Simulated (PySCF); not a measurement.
Does the answer move with the share of exact exchange?

ClH8NSi3.
InChI=1S/ClH8NSi3/c1-5-2(3)4/h5H2,3-4H3

Torsions of this conformer, `[SiH3:1][N:2]([SiH3:3])[SiH2:4][Cl:5]`: Si1–N2–Si4–Cl5 99°.

PySCF, pcSseg-1 basis, density fitting, gas phase, PBE0-D3(BJ)/def2-SVP geometry. One functional is left out:

| functional | exact exchange (%) | HOMO energy (eV) | LUMO energy (eV) | dipole moment (D) |
| --- | --- | --- | --- | --- |
| B97-D | 0 | -6.69 | -0.98 | 1.646 |
| BLYP | 0 | -6.53 | -0.94 | 1.574 |
| BP86 | 0 | -6.80 | -1.25 | 1.633 |
| LDA | 0 | -6.77 | -1.46 | 1.666 |
| OPBE | 0 | -6.73 | -0.99 | 1.641 |
| PBE | 0 | -6.69 | -1.18 | 1.605 |
| B3LYP | 20 | -7.76 | -0.45 | 1.681 |
| B97-2 | 21 | -7.76 | -0.29 | 1.733 |
| mPW1PW91 | 25 | -8.04 | -0.31 | 1.745 |
| BHandHLYP | 50 | -9.21 | 0.67 | 1.792 |

**Question.** Predict the row of PBE0 (25 % exact exchange) by straight lines through the other rows, and check it.

**Answer.** 
```json
{"property": "HOMO energy (eV)", "line": "-7.98", "computed": "-8.01", "computed − line": "-0.03", "mPW1PW91 (25 %), for comparison": "-8.04"}
{"property": "LUMO energy (eV)", "line": "-0.24", "computed": "-0.33", "computed − line": "-0.09", "mPW1PW91 (25 %), for comparison": "-0.31"}
{"property": "dipole moment (D)", "line": "1.719", "computed": "1.730", "computed − line": "+0.011", "mPW1PW91 (25 %), for comparison": "1.745"}
```

**Question.** Which of these properties follows the share of exact exchange most closely, and which least?

**Answer.** Most closely the HOMO energy, least the dipole moment; the correlations over the tabulated rows are HOMO energy -0.996, LUMO energy 0.969, dipole moment 0.902. The HOMO energy moves by -0.508 eV for every 10 %. Functionals with the same share still differ in their other parts: at 0 % BLYP and BP86 differ by 0.27 eV in it.
